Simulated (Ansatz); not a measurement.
`C[N](C)[Au]` + `Cl[Si]Cl` → `[Cl][Au]` + `CN(C)[Si]Cl`  (redistribution)

Program: Ansatz. Geometries: PBE0-D4/def2-TZVP. ΔE: electronic, gas phase. CCSD(T)/CBS adds triple-zeta CCSD(T) − MP2 to the extrapolated MP2 energy (def2 sets, frozen cores). This one scheme is used for every species. DFT in def2-TZVPP. def2 core potentials past Kr. For Au outer-core shells are correlated without core-valence functions, which leaves a few kJ/mol of doubt a bond. One conformer a species, not always the lowest.

| level | ΔE (kcal/mol) | difference from CCSD(T)/CBS |
| --- | --- | --- |
| LDA (SPW92) | -16.3 | 4.1 |
| PBE-QIDH | -23.3 | -2.9 |
| BLYP | -15.3 | 5.1 |
| PBE0 | -22.2 | -1.8 |
| r2SCAN0 | -22.8 | -2.4 |
| BHLYP | -27.8 | -7.4 |
| MP2/def2-SVP | -17.6 | 2.8 |
| HF/def2-TZVPP | -37.4 | -17.0 |
| HF/def2-QZVPP | -37.8 | -17.4 |
| MP2/CBS(def2) | -16.9 | 3.5 |
| CCSD(T)/CBS | -20.4 | 0 |

Largest T1 diagnostic among the species: 0.029, so the coupled-cluster value is less sure than usual.

Leaving LDA and LC-ωPBE aside and taking each functional with its dispersion term where it has one, the values, not all of them listed here, spread over 12.3 kcal/mol, from BHLYP-D4 to BLYP-D4. From r2SCAN to r2SCAN0 (25 % exact exchange), in def2-TZVPP and without D4, ΔE moves by −5.3 kcal/mol. In def2-TZVPP, CCSD(T) changes the Hartree–Fock value by +17.7 kcal/mol (the triples alone add +2.9 kcal/mol) and MP2 by +21.2 kcal/mol.
